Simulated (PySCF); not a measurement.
Isomers of C6H12ClFO, from PBE0-D3(BJ)/def2-SVP geometry optimisation, gas phase (PySCF). One conformer each, no zero-point energy, no frequencies.

Question: Which isomer lies lower at this level?
A. `[CH3:1][CH2:2][C@@H:3]([CH2:4][O:5][CH3:6])[C@H:7]([F:8])[Cl:9]` with C1–C2–C3–C4 69°, C2–C3–C4–O5 -178°, C3–C4–O5–C6 -177°, C2–C3–C7–F8 59°: A = 1295, B = 1027, C = 716.7 MHz, dipole 2.72 D
B. `[CH3:1][C@@H:2]([F:3])[CH2:4][CH2:5][C@@H:6]([Cl:7])[CH2:8][OH:9]` with C1–C2–C4–C5 -178°, C2–C4–C5–C6 177°, C4–C5–C6–Cl7 62°, C5–C6–C8–O9 179°, C6–C8–O9–H 54°: A = 2706, B = 549.7, C = 473.1 MHz, dipole 1.90 D

Answer: B. That is `C[C@@H](F)CC[C@@H](Cl)CO`, 11.9 kcal/mol below the other.

```
                  SMILES                                                      mapped SMILES      E (Eh)  relative (kcal/mol)  relative (kJ/mol)  dipole (D)
C[C@@H](F)CC[C@@H](Cl)CO  [CH3:1][C@@H:2]([F:3])[CH2:4][CH2:5][C@@H:6]([Cl:7])[CH2:8][OH:9]  -870.09653                  0.0                0.0        1.90
 CC[C@@H](COC)[C@H](F)Cl    [CH3:1][CH2:2][C@@H:3]([CH2:4][O:5][CH3:6])[C@H:7]([F:8])[Cl:9]  -870.07762                 11.9               49.6        2.72
```

As drawn, the lower has an O–H bond, which the higher lacks.
